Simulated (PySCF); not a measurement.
**Polarisability and C₆ of Sb²⁺ (antimony, charge +2)**

[Kr] 4d10 5s2 5p1, 2P determinant. Calculation: PySCF 2.14, in def2-TZVPPD with the def2 core potential (28 electrons) (7s5p4d2f, 56 functions); scalar relativity through the core potential. Coupled (time-dependent) response in atomic units; α is the mean over directions.

```tsv
method	mean α (bohr³)	α xx, yy, zz	C₆ (like pair)	S(−4)
UHF	16.96	16.99, 16.90, 16.99	107.9	88.18
PBE	15.51	15.18, 16.18, 15.18	96.70	71.75
PBE0	15.78	15.57, 16.20, 15.57	98.76	74.18
BP86	15.45	15.13, 16.09, 15.13	96.21	70.92
TPSSh	15.95	15.74, 16.37, 15.74	100.7	75.20
```

S(−4) is the Cauchy moment in α(ω) = α(0) + S(−4) ω² + …

Spin-orbit coupling is absent.

α(iu) at BP86:

```
u (hartree)  α(iu) (bohr³)
          0          15.45
     0.0500          15.27
      0.100          14.77
      0.200          13.11
      0.300          11.12
      0.500          7.757
      0.750          5.226
       1.00          3.826
       1.50          2.429
       2.00          1.745
       3.00          1.061
       5.00         0.5180
```

A single London oscillator, α(iu) = α/(1 + u²/ω²), gives C₆ = (3/4) ω α². Matching the computed C₆ needs ω = 4 × 96.21 / (3 × 15.45²) = 0.537 hartree.

For an ion, C₆ is the dispersion term alone; charge-induced terms of lower order in 1/R come first.

The components differ because the open shell of this determinant is not spherical; for a pure term their mean is the scalar polarisability.

Energies and moments cover only the electrons outside the core potential.
